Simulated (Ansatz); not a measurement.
Two structures of Si₂H₇BrO, singlet, reached by relaxing down either side of one saddle point (PBE0-D4/def2-TZVP). Energies are electronic, without zero-point energy. Program: Ansatz 0.2.0. Basis: def2-TZVPP and def2-QZVPP. Cores are frozen in the correlated methods. Filled d shells of the heavier atoms are correlated. The def2 sets are not built for correlating such inner shells, so the correlated values are less sure here. Extrapolation: Hartree–Fock as exp(−7.88 √X), correlation as X^−2.97. First:

```
11
angstrom
Si 0.1600 -0.6117 1.4628
H 1.5855 -0.2000 1.6128
O -0.5929 0.4244 0.4580
Si -1.3034 0.6794 -0.9955
H -0.4858 -0.5647 2.7969
H 0.1211 -1.9959 0.9248
H 2.5556 0.0527 -0.2806
Br 2.5351 -0.0672 -1.6996
H -2.7298 1.0254 -0.7697
H -1.2208 -0.5472 -1.8295
H -0.6247 1.8051 -1.6805
```

Second:

Si1  (0.142, -1.561, 0.456)
H2  (1.667, 1.558, 1.629)
O3  (-0.789, -0.275, 0.143)
Si4  (-1.162, 0.948, -0.889)
H5  (0.626, -1.493, 1.849)
H6  (-0.604, -2.808, 0.186)
H7  (2.045, 1.261, 1.057)
Br8  (1.922, -1.564, -0.875)
H9  (-1.999, 1.917, -0.143)
H10  (-1.924, 0.411, -2.045)
H11  (0.076, 1.607, -1.370)
(Å)

Question: Which bonds change from the first to the second?

Answer: Si₂H₆O ([SiH3][O][SiH3]) + HBr → Si₂H₅BrO ([SiH3][O][SiH2][Br]) + H₂; bonds formed: Si1–Br8, H2–H7; bonds broken: Si1–H2, H7–Br8.

Question: Give the saddle point's structure and its height above each. (To be estimated.)

Answer: Computed: 133.4 kJ/mol above the first and 216.1 kJ/mol above the second (CCSD(T) at an estimated basis limit (MP2 extrapolated from triple and quadruple zeta, plus CCSD(T) − MP2 in triple zeta)).
```csv
atom,x (Å),y (Å),z (Å)
Si1,0.3513,-0.6406,1.0676
H2,1.9028,-0.0356,1.5333
O3,-0.8044,0.2057,0.3510
Si4,-1.3512,0.7190,-1.1363
H5,0.0846,-0.3870,2.5061
H6,0.5671,-2.0741,0.8311
H7,2.0447,-0.0752,0.6652
Br8,1.8498,-0.3360,-1.2192
H9,-2.7633,1.1023,-0.8906
H10,-1.3009,-0.3775,-2.1279
H11,-0.5806,1.8993,-1.5804
```

T1 diagnostic: at most 0.011.

Labels in which every atom is bracketed show which atoms are joined, not bond orders.

For scale, one of the runs: CCSD(T)/def2-TZVPP, 261 basis functions, launched by `ansatz run in.yaml --threads 8 --pin off --events-out ev --progress --plain --max-ram 19148MiB`. Hardware: 8 CPU threads of an AMD EPYC 7B13, shared host. Wall time 92 s; peak host memory 6 GiB.
